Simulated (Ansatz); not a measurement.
Ansatz (a first-principles code) input (B3LYP-D3(BJ)/def2-TZVP):

Ansatz 0.2 input:
```yaml
crystal:
  periodic: [false, false, false]
  atoms:
    - {symbol: C, position_ang: [-2.46664310, -0.12406430, -0.80183038]}
    - {symbol: C, position_ang: [-1.26979689, -0.27901627, 0.13665101]}
    - {symbol: C, position_ang: [-0.78406701, 0.99585845, 0.75121877]}
    - {symbol: C, position_ang: [0.70347916, 1.08451596, 0.74422016]}
    - {symbol: C, position_ang: [1.16150457, -0.33326560, 0.33645066]}
    - {symbol: C, position_ang: [2.52628593, -0.38804328, -0.33274403]}
    - {symbol: C, position_ang: [0.00109040, -0.83482380, -0.53488037]}
    - {symbol: H, position_ang: [-2.76048344, -1.08780470, -1.22428432]}
    - {symbol: H, position_ang: [-2.22351846, 0.54958483, -1.62662205]}
    - {symbol: H, position_ang: [-3.32997309, 0.28745287, -0.27496265]}
    - {symbol: H, position_ang: [-1.56897238, -0.97776581, 0.93655356]}
    - {symbol: H, position_ang: [-1.44067824, 1.75335219, 1.15760074]}
    - {symbol: H, position_ang: [1.12969562, 1.40729256, 1.70025170]}
    - {symbol: H, position_ang: [1.05759239, 1.81606034, -0.00050093]}
    - {symbol: H, position_ang: [1.18973295, -0.94686431, 1.24401476]}
    - {symbol: H, position_ang: [3.30781321, -0.00029494, 0.32463320]}
    - {symbol: H, position_ang: [2.53150720, 0.21131605, -1.24718154]}
    - {symbol: H, position_ang: [2.79650409, -1.41133743, -0.60273564]}
    - {symbol: H, position_ang: [0.09230548, -0.40692979, -1.53982120]}
    - {symbol: H, position_ang: [-0.01264373, -1.92102863, -0.64146065]}
basis:
  gaussian:
    orbitals: def2-TZVP
hamiltonian:
  xc: b3lyp
  dispersion: d3bj
magnetization: {spin_polarized: true, initial_magnetization: 1}
phonons: {temperatures: {t_min: 298.15, t_max: 298.15, t_step: 100}}
```

Output:

```
Functional definition: B3LYP
integrals: 0.29 GiB planned
1832 factors; their error is unknown
0.42 GiB of the device are held for the grids
2.03 GiB of device memory are held for the factors and their scratch space
mean field: 2.56 GiB planned
mean field evaluation 1: about -7454.7723 eV, gradient 6.1e1 eV
mean field evaluation 2: about -7437.1557 eV, gradient 8.4e1 eV
mean field evaluation 4: about -7472.9280 eV, gradient 5.0e0 eV
mean field evaluation 8: about -7473.0513 eV, gradient 7.4e-2 eV
mean field evaluation 16: about -7472.9952 eV, gradient 6.7e-4 eV
mean field -7472.99523578 eV, -274.6275095368 hartree, gradient 1.6e-5 eV, S^2 0.754333; 0 other end points of the search recorded, 0 dependent functions left out
the calculation of the forces begins
reference -7472.99558132 eV, -274.6275222353 hartree; 28, 27 occupied and 267, 268 virtual orbitals, 1832 factors
these checks for a lower state are left out or cut short: stability, starts, cluster_reference, orbital_swaps, neighbouring_geometries, increment
integrals: 0.29 GiB planned
1832 factors; their error is unknown
0.42 GiB of the device are held for the grids
2.03 GiB of device memory are held for the factors and their scratch space
mean field: 2.56 GiB planned
mean field -7472.99501019 eV, -274.6275012464 hartree, gradient 2.6e-6 eV, S^2 0.754333; 0 other end points of the search recorded, 0 dependent functions left out
the calculation of the forces begins
reference -7472.99535577 eV, -274.6275139465 hartree; 28, 27 occupied and 267, 268 virtual orbitals, 1832 factors
these checks for a lower state are left out or cut short: stability, starts, cluster_reference, orbital_swaps, neighbouring_geometries, increment
integrals: 0.29 GiB planned
1832 factors; their error is unknown
0.42 GiB of the device are held for the grids
2.03 GiB of device memory are held for the factors and their scratch space
mean field: 2.56 GiB planned
mean field evaluation 32: about -7472.9952 eV, gradient 9.2e-3 eV
mean field -7472.99515861 eV, -274.6275067009 hartree, gradient 2.6e-6 eV, S^2 0.754334; 0 other end points of the search recorded, 0 dependent functions left out
the calculation of the forces begins
reference -7472.99550411 eV, -274.6275193979 hartree; 28, 27 occupied and 267, 268 virtual orbitals, 1832 factors
these checks for a lower state are left out or cut short: stability, starts, cluster_reference, orbital_swaps, neighbouring_geometries, increment
integrals: 0.29 GiB planned
1832 factors; their error is unknown
0.42 GiB of the device are held for the grids
2.03 GiB of device memory are held for the factors and their scratch space
mean field: 2.56 GiB planned
mean field -7472.99506218 eV, -274.6275031571 hartree, gradient 2.6e-6 eV, S^2 0.754333; 0 other end points of the search recorded, 0 dependent functions left out
the calculation of the forces begins
reference -7472.99540772 eV, -274.6275158557 hartree; 28, 27 occupied and 267, 268 virtual orbitals, 1832 factors
these checks for a lower state are left out or cut short: stability, starts, cluster_reference, orbital_swaps, neighbouring_geometries, increment
integrals: 0.29 GiB planned
1832 factors; their error is unknown
0.42 GiB of the device are held for the grids
2.03 GiB of device memory are held for the factors and their scratch space
mean field: 2.56 GiB planned
mean field -7472.99506836 eV, -274.6275033841 hartree, gradient 2.6e-6 eV, S^2 0.754334; 0 other end points of the search recorded, 0 dependent functions left out
[...]
1832 factors; their error is unknown
0.42 GiB of the device are held for the grids
2.03 GiB of device memory are held for the factors and their scratch space
mean field: 2.56 GiB planned
mean field -7472.99519131 eV, -274.6275079026 hartree, gradient 2.6e-6 eV, S^2 0.754333; 0 other end points of the search recorded, 0 dependent functions left out
the calculation of the forces begins
reference -7472.99553685 eV, -274.6275206009 hartree; 28, 27 occupied and 267, 268 virtual orbitals, 1832 factors
these checks for a lower state are left out or cut short: stability, starts, cluster_reference, orbital_swaps, neighbouring_geometries, increment
integrals: 0.29 GiB planned
1832 factors; their error is unknown
0.42 GiB of the device are held for the grids
2.03 GiB of device memory are held for the factors and their scratch space
mean field: 2.56 GiB planned
mean field evaluation 800: about -7472.9942 eV, gradient 5.8e-1 eV
mean field -7472.99522389 eV, -274.6275090998 hartree, gradient 2.6e-6 eV, S^2 0.754333; 0 other end points of the search recorded, 0 dependent functions left out
the calculation of the forces begins
reference -7472.99556944 eV, -274.6275217986 hartree; 28, 27 occupied and 267, 268 virtual orbitals, 1832 factors
these checks for a lower state are left out or cut short: stability, starts, cluster_reference, orbital_swaps, neighbouring_geometries, increment
integrals: 0.29 GiB planned
1832 factors; their error is unknown
0.42 GiB of the device are held for the grids
2.03 GiB of device memory are held for the factors and their scratch space
mean field: 2.56 GiB planned
mean field -7472.99510583 eV, -274.6275047613 hartree, gradient 2.6e-6 eV, S^2 0.754333; 0 other end points of the search recorded, 0 dependent functions left out
the calculation of the forces begins
reference -7472.99545137 eV, -274.6275174598 hartree; 28, 27 occupied and 267, 268 virtual orbitals, 1832 factors
these checks for a lower state are left out or cut short: stability, starts, cluster_reference, orbital_swaps, neighbouring_geometries, increment
integrals: 0.29 GiB planned
1832 factors; their error is unknown
0.42 GiB of the device are held for the grids
2.03 GiB of device memory are held for the factors and their scratch space
mean field: 2.56 GiB planned
mean field -7472.99519662 eV, -274.6275080976 hartree, gradient 2.6e-6 eV, S^2 0.754333; 0 other end points of the search recorded, 0 dependent functions left out
the calculation of the forces begins
reference -7472.99554216 eV, -274.6275207961 hartree; 28, 27 occupied and 267, 268 virtual orbitals, 1832 factors
these checks for a lower state are left out or cut short: stability, starts, cluster_reference, orbital_swaps, neighbouring_geometries, increment
integrals: 0.29 GiB planned
1832 factors; their error is unknown
0.42 GiB of the device are held for the grids
2.03 GiB of device memory are held for the factors and their scratch space
mean field: 2.56 GiB planned
mean field -7472.99522016 eV, -274.6275089628 hartree, gradient 2.6e-6 eV, S^2 0.754334; 0 other end points of the search recorded, 0 dependent functions left out
the calculation of the forces begins
reference -7472.99556571 eV, -274.6275216614 hartree; 28, 27 occupied and 267, 268 virtual orbitals, 1832 factors
these checks for a lower state are left out or cut short: stability, starts, cluster_reference, orbital_swaps, neighbouring_geometries, increment
integrals: 0.29 GiB planned
1832 factors; their error is unknown
0.42 GiB of the device are held for the grids
2.03 GiB of device memory are held for the factors and their scratch space
mean field: 2.56 GiB planned
mean field evaluation 832: about -7472.9952 eV, gradient 2.6e-6 eV
mean field -7472.99522166 eV, -274.6275090178 hartree, gradient 2.6e-6 eV, S^2 0.754333; 0 other end points of the search recorded, 0 dependent functions left out
the calculation of the forces begins
reference -7472.99556720 eV, -274.6275217163 hartree; 28, 27 occupied and 267, 268 virtual orbitals, 1832 factors
these checks for a lower state are left out or cut short: stability, starts, cluster_reference, orbital_swaps, neighbouring_geometries, increment
integrals: 0.29 GiB planned
1832 factors; their error is unknown
0.42 GiB of the device are held for the grids
2.03 GiB of device memory are held for the factors and their scratch space
mean field: 2.56 GiB planned
mean field -7472.99508346 eV, -274.6275039391 hartree, gradient 2.6e-6 eV, S^2 0.754333; 0 other end points of the search recorded, 0 dependent functions left out
the calculation of the forces begins
reference -7472.99542896 eV, -274.6275166360 hartree; 28, 27 occupied and 267, 268 virtual orbitals, 1832 factors
these checks for a lower state are left out or cut short: stability, starts, cluster_reference, orbital_swaps, neighbouring_geometries, increment
integrals: 0.29 GiB planned
1832 factors; their error is unknown
0.42 GiB of the device are held for the grids
2.03 GiB of device memory are held for the factors and their scratch space
mean field: 2.56 GiB planned
mean field -7472.99518697 eV, -274.6275077430 hartree, gradient 2.6e-6 eV, S^2 0.754334; 0 other end points of the search recorded, 0 dependent functions left out
the calculation of the forces begins
reference -7472.99553256 eV, -274.6275204431 hartree; 28, 27 occupied and 267, 268 virtual orbitals, 1832 factors
these checks for a lower state are left out or cut short: stability, starts, cluster_reference, orbital_swaps, neighbouring_geometries, increment
integrals: 0.29 GiB planned
1832 factors; their error is unknown
0.42 GiB of the device are held for the grids
2.03 GiB of device memory are held for the factors and their scratch space
mean field: 2.56 GiB planned
mean field -7472.99520426 eV, -274.6275083783 hartree, gradient 2.6e-6 eV, S^2 0.754333; 0 other end points of the search recorded, 0 dependent functions left out
the calculation of the forces begins
reference -7472.99554979 eV, -274.6275210764 hartree; 28, 27 occupied and 267, 268 virtual orbitals, 1832 factors
these checks for a lower state are left out or cut short: stability, starts, cluster_reference, orbital_swaps, neighbouring_geometries, increment
integrals: 0.29 GiB planned
1832 factors; their error is unknown
0.42 GiB of the device are held for the grids
2.03 GiB of device memory are held for the factors and their scratch space
mean field: 2.56 GiB planned
mean field -7472.99523567 eV, -274.6275095329 hartree, gradient 2.6e-6 eV, S^2 0.754333; 0 other end points of the search recorded, 0 dependent functions left out
the calculation of the forces begins
reference -7472.99558123 eV, -274.6275222319 hartree; 28, 27 occupied and 267, 268 virtual orbitals, 1832 factors
Total energy: -7473.80016879 eV, -274.6570902794 hartree
Atom 0 at    -2.466643    -0.124064    -0.801830 Å, force    -0.000067     0.000206     0.000370 eV/Å
Atom 1 at    -1.269797    -0.279016     0.136651 Å, force     0.000026     0.000221    -0.001811 eV/Å
Atom 2 at    -0.784067     0.995858     0.751219 Å, force     0.001696    -0.000248     0.000736 eV/Å
Atom 3 at     0.703479     1.084516     0.744220 Å, force     0.000632     0.001254    -0.001165 eV/Å
Atom 4 at     1.161505    -0.333266     0.336451 Å, force    -0.001555    -0.000928     0.001306 eV/Å
Atom 5 at     2.526286    -0.388043    -0.332744 Å, force    -0.000883     0.000857    -0.000116 eV/Å
Atom 6 at     0.001090    -0.834824    -0.534880 Å, force     0.000515    -0.000625     0.000798 eV/Å
Atom 7 at    -2.760483    -1.087805    -1.224284 Å, force    -0.000160    -0.000184    -0.000152 eV/Å
Atom 8 at    -2.223518     0.549585    -1.626622 Å, force    -0.000103    -0.000187     0.000238 eV/Å
Atom 9 at    -3.329973     0.287453    -0.274963 Å, force    -0.000357     0.000093    -0.000175 eV/Å
Atom 10 at    -1.568972    -0.977766     0.936554 Å, force     0.000543    -0.000246    -0.000464 eV/Å
Atom 11 at    -1.440678     1.753352     1.157601 Å, force     0.000176     0.000103    -0.000325 eV/Å
Atom 12 at     1.129696     1.407293     1.700252 Å, force    -0.000057    -0.000301     0.000447 eV/Å
Atom 13 at     1.057592     1.816060    -0.000501 Å, force    -0.000343     0.000452     0.000254 eV/Å
Atom 14 at     1.189733    -0.946864     1.244015 Å, force     0.000267    -0.000160    -0.000075 eV/Å
Atom 15 at     3.307813    -0.000295     0.324633 Å, force     0.000149     0.000002    -0.000012 eV/Å
Atom 16 at     2.531507     0.211316    -1.247182 Å, force     0.000173    -0.000043     0.000014 eV/Å
Atom 17 at     2.796504    -1.411337    -0.602736 Å, force    -0.000106     0.000013    -0.000066 eV/Å
Atom 18 at     0.092305    -0.406930    -1.539821 Å, force    -0.000496     0.000097     0.000188 eV/Å
Atom 19 at    -0.012644    -1.921029    -0.641461 Å, force    -0.000048    -0.000373     0.000009 eV/Å
Dipole moment:     0.026186    -0.039985     0.021788 e Å
Vibrations: 109.47 144.23 231.64 238.55 264.55 333.43 363.13 430.52 456.63 529.71 634.58 840.29 848.14 868.74 903.58 930.73 959.33 1000.05 1020.07 1048.50 1067.13 1099.81 1113.36 1165.76 1191.40 1240.41 1281.46 1286.00 1305.21 1323.43 1342.41 1370.19 1385.70 1409.40 1414.08 1468.82 1493.07 1495.25 1496.63 1498.70 1501.57 2904.05 2925.58 2997.96 3011.48 3018.73 3021.76 3024.03 3073.33 3081.30 3084.28 3084.99 3088.47 3190.05 cm⁻¹, zero-point energy 4.935294 eV
```

It need not be the lowest isomer of its formula.
